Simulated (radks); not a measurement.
Problem. All-electron atom: Bi2+ in [Hg] 6p1 (the NIST ground configuration). All-electron calculation, scalar-relativistic Kohn-Sham, Wu-Cohen GGA, spin-polarised, spherical densities, finite nucleus; open shells are filled with parallel spins first (spin-orbit coupling, left out, can overturn this in heavy ions); Fermi nuclear charge, rms radius 5.5211 fm. Program: a radial shooting solver on a logarithmic mesh with Libxc functionals. Some entries of the table are withheld. Estimate them.

orbital,occ.,eigenvalue (eV),r(max) (bohr),<r^2> (bohr^2)
1s up,1,-90627.68,0.009664,0.0003464
1s down,1,-90627.66,0.009664,0.0003464
2s up,1,-16299.21,0.05621,0.005246
2s down,1,-16299.21,0.05621,0.005246
2p up,3,-13953.16,0.04691,0.004485
2p down,3,-13953.15,0.04691,0.004485
3s up,1,-3947.824,0.1585,0.03371
3s down,1,-3947.815,0.1585,0.03371
3p up,3,-3277.144,0.1589,0.03502
3p down,3,-3277.133,0.1589,0.03502
3d up,5,-2601.372,0.1294,0.02902
3d down,5,-2601.362,0.1294,0.02902
4s up,1,-919.4869,0.3559,0.1605
4s down,1,-919.4706,0.3559,0.1605
4p up,3,-699.6016,0.3759,0.1841
4p down,3,-699.5841,0.3759,0.1841
4d up,5,-447.6892,0.3815,0.2059
4d down,5,-447.6697,0.3815,0.2059
5s up,1,-175.2980,0.7704,0.7729
5s down,1,-175.2516,0.7704,0.7728
4f up,7,-170.3051,0.3419,0.2321
4f down,7,-170.2831,0.3419,0.2321
5p up,3,-113.4568,(1),1.012
5p down,3,-113.4042,(2),1.011
5d up,5,-44.6114,(3),1.745
5d down,5,-44.4484,(4),1.727
6s up,1,-31.1663,1.841,4.799
6s down,1,-30.3871,1.828,4.733
6p up,1,-19.6788,2.283,7.607
6p down,0,-18.6990,2.261,7.625

Solution. 
(1) 5p up r(max) (bohr): 0.8597
(2) 5p down r(max) (bohr): 0.8598
(3) 5d up r(max) (bohr): 1.033
(4) 5d down r(max) (bohr): 1.032
